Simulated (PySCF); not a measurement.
Computed structure and properties of [Bi3]3+

System: [Bi3]3+ (singlet); start: template (D∞h). Method: PySCF 2.14.0, RKS PBE0, Bi def2-SVP with ECP60; non-relativistic Hamiltonian with scalar-relativistic core potentials where named; density fitting; no spin-orbit coupling.

Input of the relaxation:

```python
mol = gto.M(atom='''
Bi     0.00000     0.00000     3.00000
Bi     0.00000     0.00000     0.00000
Bi     0.00000     0.00000    -3.00000''',
    basis={'Bi': 'def2-SVP'},
    ecp={'Bi': 'def2-SVP'},
    charge=3, spin=0)
mf = dft.RKS(mol, xc='PBE0')
mf.grids.atom_grid = (50, 194)
mf = mf.density_fit()  # fitting sets: Bi def2-universal-JKFIT
mf.conv_tol = 1e-08; mf.max_cycle = 55
mf.kernel(dm0)  # dm0: converged density of the start geometry
# quasi-Newton relaxation in Cartesian coordinates to a largest gradient under 0.00045 Eh/bohr, steps kept in the point group
```

Run from Python with OMP_NUM_THREADS=2; the lines above give its settings. Where DIIS fails, smearing, a level shift and second-order steps follow.
It took 13 s on 2 threads of Arm Neoverse V1, on a shared host, from the converged density of the start.

Course of the relaxation:

```tsv
step	energy above end (eV)	largest force component within the symmetry (eV/Å)
0	0.1767	0.940
1	0.0568	0.589
2	0.0051	0.206
3	0.0002	0.035
4	0.0000	0.002
```

Relaxed geometry (D∞h):

```xyz
3

Bi    0.0000    0.0000    2.8317
Bi    0.0000    0.0000    0.0000
Bi    0.0000    0.0000   -2.8317
```

| contact | Å |
| --- | --- |
| Bi2–Bi1 | 2.832 |
| Bi3–Bi2 | 2.832 |
| Bi3–Bi1 | 5.663 |

On the finer grid (75, 302):

- HOMO: -20.20 eV
- LUMO: -18.40 eV
- Dipole about the centre of mass: 0.00 D
- Set of Mulliken populations of Bi1 outside the core potential: s 3.99, p 7.64, d 10.06
- D3(BJ) dispersion energy (not in the energies): -0.119 eV

```json
{"atom": "Bi1", "Mulliken (e)": "1.30", "Löwdin (e)": "1.27", "spin (e)": "0.00"}
{"atom": "Bi2", "Mulliken (e)": "0.39", "Löwdin (e)": "0.46", "spin (e)": "0.00"}
{"atom": "Bi3", "Mulliken (e)": "1.30", "Löwdin (e)": "1.27", "spin (e)": "0.00"}
```

The gap is small, and the closed shell wasn't tested for a lower spin-broken solution.

On the grid (50, 194), as all that follows. Harmonic modes: a minimum within the noise of the softest modes; lowest -16 cm⁻¹ (negative: unstable), highest 169 cm⁻¹, zero-point energy 0.017 eV.

One start shape was tried, so this needn't be the lowest isomer.
